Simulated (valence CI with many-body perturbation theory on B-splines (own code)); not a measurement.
The numbers below are computed, except where a source is named.
**Pm⁴⁸⁺: what the settings do**

Method: relativistic CI+MBPT: three valence electrons over a frozen Dirac-Fock core [Ne], radial functions for each j: 6 s, 6 p, 5 d, 3 f, 1 g, with the one-electron correlation potential Σ1 (screened to all orders), the two-electron term Σ2, the three-electron term Σ3, Breit, model QED; selected single and double excitations, second order for the rest, scaled by the run's own slope (own B-spline code, finite nucleus).

The last digits are not significant, and no measured levels were compared; by estimate large intervals hold to a few tenths of a per cent, small ones and those within an open d or f shell to about a per cent.

The reference run has the lowest level (3s^2 3p1/2) J=1/2 and an ionisation energy of 4166.52 eV. Its largest variational space holds 2786 state functions.

Levels are named by their leading jj configuration (3d3/2^4 stands for four electrons in 3d with j = 3/2), which in mixed levels can hold well under half, so a name can repeat and another be missing. Letters in brackets count levels of one name in rising energy.

Changed runs:
A. size limit of the variational space 10000 → 6000
B. highest l in the core sums 6 → 7
C. scale of Σ2 1 → 1.2
D. box radius (bohr) 1.7202 → 0.27 (bad on purpose)

Excitation energies of the reference run in cm⁻¹, and shifts in cm⁻¹:

```csv
Level,Reference,A,B,C
(3s 3p1/2^2) J=1/2,991925,0,+3.5,-18
(3s^2 3p3/2) J=3/2,1177980,0,-0.6,+100
(3s 3p1/2 3p3/2) J=3/2 [a],1992310,0,+2.8,+408
(3s 3p1/2 3p3/2) J=5/2,2101880,0,+3.5,+223
(3s 3p1/2 3p3/2) J=3/2 [b],2244420,0,+7.7,-80
(3s 3p1/2 3p3/2) J=1/2,2310720,0,+3.0,-684
(3s^2 3d3/2) J=3/2,2644700,0,+30,-906
(3s^2 3d5/2) J=5/2,2849610,0,+29,-401
(3p1/2^2 3p3/2) J=3/2,3237820,0,+14,-256
(3s 3p3/2^2) J=5/2,3275960,0,+4.0,+14
(3s 3p1/2 3d3/2) J=3/2 [a],3350240,0,+35,-43
(3s 3p1/2 3d3/2) J=5/2,3430030,0,+38,-93
Ionisation energy (eV),4166.52,0,-0.0012,-0.024
```

No effect on these energies: A.

Run D: It gave no result. The program said: "need at least one array to concatenate".
